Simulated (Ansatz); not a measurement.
Species: sum formula GeHF$_{3}$, net charge 0, singlet state. 
Coordinates optimised at B3LYP-D3(BJ)/def2-TZVP (Ansatz, a quantum-chemistry and plane-wave program):
SMILES: [F][GeH]([F])[F]
```xyz
5

F      1.5645    -0.4679     0.0623
Ge    -0.0710     0.0186     0.2590
F     -0.2362     1.5117    -0.5739
F     -1.0234    -1.1238    -0.6002
H     -0.4713     0.1236     1.7187
```

Quantity: vertical triplet-singlet gap (E(triplet) - E(singlet); each state is the SCF solution reached for its spin; the molecule has degenerate orbitals, so one determinant may break the symmetry), in kcal/mol. Valence correlation only, unless marked. UHF or UKS for open shells. No spin-orbit coupling. Frozen are the shells of the preceding noble gas and the d and f shells that filled before the atom's block. Non-relativistic. CBS marks a two-point X^-3 extrapolation of the correlation energy; Hartree-Fock from the larger set.

CCSD(T)/CBS(aug-cc-pVTZ,aug-cc-pVQZ) (Ansatz) gives 207.6 kcal/mol.

Q: Another calculation gave 186.3 kcal/mol. Which level was it?
A. PBE0/def2-TZVPD (Ansatz)
B. B3LYP/def2-TZVPD (Ansatz)
C. wB97X-V/def2-TZVPD (Ansatz)
D. SVWN5/def2-TZVPD (Ansatz)

A: A, PBE0/def2-TZVPD (Ansatz). The others give 182.8 (B3LYP), 198.3 (wB97X-V), 169.8 (SVWN5) kcal/mol.
